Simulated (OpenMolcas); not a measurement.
# Bi²⁺: effect of the basis set

| Item | Value |
| --- | --- |
| Program | OpenMolcas |
| Method | RASSCF |
| Active space | 1 electron in 9 orbitals (RAS2 6p; RAS3 6d 7s, at most 1 electron) |
| State averaging | 2S+1 = 2 odd, 3 roots; 2S+1 = 2 even, 6 roots |
| Spin-orbit coupling | RASSI with atomic mean-field integrals over the reference wave functions, term energies averaged over their components |

A. ANO-R3 [9s8p6d3f2g1h], X2C, finite nucleus; cost about 12 core-seconds
B. ANO-RCC-VQZP [9s8p6d4f3g], DKH2, point nucleus; cost of the order of 26 core-seconds
C. ANO-RCC [11s10p9d6f4g], DKH2, point nucleus; cost about 60 core-seconds

Energies in cm⁻¹ above 6s² 6p ²P°_1/2, the measured ground level; measured values from Moore, Atomic Energy Levels, vol. III, NSRDS-NBS 35 (1971 reprint of NBS Circular 467, 1958).

| Level | A | B | C | Measured |
| --- | --- | --- | --- | --- |
| 6s² 6p ²P°_1/2 | 0.0 | 0.0 | 0.0 | 0.0 |
| 6s² 6p ²P°_3/2 | 18019 | 17511 | 18089 | 20788 |
| 6s² 7s ²S_1/2 | 91419 | 90463 | 90728 | 95075 |
| 6s² 6d ²D_3/2 | 107464 | 100438 | 99363 |  |
| 6s² 6d ²D_5/2 | 109814 | 102105 | 100484 | 102446 |

Deviations, from unrounded energies. A percentage is the sum of absolute deviations over the sum of measured energies, with the sign that they share, or ± where signs differ.

```tsv
Against measurement	Levels	A	B	C
mean absolute deviation (cm-1)	3	4600	2700	3000
fine structure of the ground term (%)	1	-13.3	-15.8	-13.0
other configurations (%)	2	±5.6	-2.5	-3.2
```

B lies closest to measurement on these levels and A furthest from it. The largest miss of B in the table is 6s² 7s ²S_1/2, by -4600 cm-1. The ranking rests on the paired levels alone, and a cruder setting can come out closer through cancelling errors.

Among A to C the level of the table that moves most is 6s² 6d ²D_5/2, by 9300 cm-1 (lowest in C, highest in A).

ANO sets are built for valence states and can reach diffuse excited orbitals poorly, and with the s shell closed the s pⁿ⁺¹ terms that mix with these levels are absent. Spin-orbit splittings of 6p shells tend to come out small when the coupling is added on scalar orbitals. With one active electron the reference holds no correlation, so core polarisation is missing. Measured partners are found by configuration, term and J. A level has none where our copy of the source lacks it or the pairing is in doubt (some pairs that miss far off the trend of their configuration count as doubtful), and it then counts in no deviation. Only configurations of the active space appear.

° marks odd parity.
